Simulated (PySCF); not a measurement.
Delta-SCF ions had no search for a lower state. Excitations are Tamm–Dancoff values on a coarser integration grid. The basis has no diffuse functions, so Rydberg states are missing or too high.

Species: CH5BSi, SMILES `[SiH2]1CB1` (charge 0, multiplicity 1).

Predict the dipole moment, brightest of the four lowest singlets (TDA), vertical ionisation energy (Delta-SCF), HOMO–LUMO gap and S1 oscillator strength from r2SCAN-D4/def2-TZVP (PySCF 2.14.0).


```json
{
  "dipole_moment": "0.93 D",
  "brightest of the four lowest singlets (TDA)": "5.83 eV",
  "vertical ionisation energy (Delta-SCF)": "9.02 eV",
  "HOMO–LUMO gap": "3.95 eV",
  "S1 oscillator strength": "0.037"
}
```
